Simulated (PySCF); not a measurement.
Polarisability and C₆ of C+ (carbon, charge +1)

[He] 2s2 2p1, 2P determinant. All numbers are calculated (PySCF 2.14, the spin-free X2C one-electron Hamiltonian (Gaussian nucleus), in dyall-av3z (15s9p3d2f, 71 functions)). Coupled (time-dependent) response in atomic units; α is the mean over directions.

```tsv
method	mean α (bohr³)	α xx, yy, zz	C₆ (like pair)	S(−4)
UHF	6.293	6.369, 6.143, 6.369	14.92	40.27
PBE	6.083	6.120, 6.010, 6.120	14.61	28.36
PBE0	6.065	6.119, 5.956, 6.119	14.51	28.79
BLYP	6.071	6.130, 5.955, 6.130	14.50	28.46
B3LYP	6.044	6.116, 5.899, 6.116	14.39	28.47
```

S(−4) is the Cauchy moment in α(ω) = α(0) + S(−4) ω² + …

α(iu) at BLYP:

```csv
u (hartree),α(iu) (bohr³)
0,6.071
0.0500,6.002
0.100,5.804
0.200,5.160
0.300,4.405
0.500,3.108
0.750,2.071
1.00,1.459
1.50,0.8273
2.00,0.5309
3.00,0.2730
5.00,0.1138
```

For an ion, C₆ is the dispersion term alone; charge-induced terms of lower order in 1/R come first.

The components differ because the open shell of this determinant is not spherical; for a pure term their mean is the scalar polarisability.
